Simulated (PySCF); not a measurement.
**Ni(11+) (nickel, charge +11) across methods**

[Ne] 3s2 3p5, 2P determinant. All numbers are calculated (PySCF 2.14, no relativity, point nucleus, in an uncontracted even-tempered set (17 s from 0.59 bohr⁻², ratio 2.5; 12 p from 0.76 bohr⁻², ratio 2.5; 5 d from 5.6 bohr⁻², ratio 2.7; 4 f from 8.4 bohr⁻², ratio 2.7)).

```
 method  E (hartree)  mean ε 3s β (eV)  mean ε 3p α (eV)  mean ε 3p β (eV)  Σ⟨r²⟩ (bohr²)   ⟨S²⟩
    LDA    -1456.271           -373.40           -337.80           -335.02          4.056  0.750
 r2SCAN    -1459.052           -375.80           -339.63           -336.43          4.054  0.751
    PBE    -1458.804           -373.79           -338.04           -335.24          4.051  0.751
    UHF  -1458.31892           -394.01           -354.11           -350.50          4.062  0.752
r2SCANh    -1459.054           -377.73           -341.19           -337.97          4.054  0.752
 M06-2X    -1459.155           -383.73           -346.54           -343.61          4.052  0.751
   PBE0    -1458.867           -379.27           -342.44           -339.46          4.052  0.751
```
